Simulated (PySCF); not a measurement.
Ligand exchange on a metal centre used in film growth or etching (Zr Cl-H). All species are isolated molecules in the gas phase.

Level of theory: PySCF with TPSSh-D3(BJ)/def2-TZVP // r2SCAN-D4/def2-SVP. All candidates: neutral, multiplicity 1. 

The dipole moment is 0.29 D and the LUMO is -3.20 eV. The HOMO–LUMO gap comes out as 5.06 eV.

Task: Which member has these values?
A. [Zr(H)4]
B. [Zr(Cl)2(H)2]
C. [Zr(Cl)3(H)]
D. [Zr(Cl)4]

Result: B, [Zr(Cl)2(H)2]. The others give [Zr(H)4]: 0.00 D, -2.88 eV, 5.07 eV; [Zr(Cl)4]: 0.00 D, -3.18 eV, 5.83 eV; [Zr(Cl)3(H)]: 0.23 D, -3.16 eV, 5.41 eV
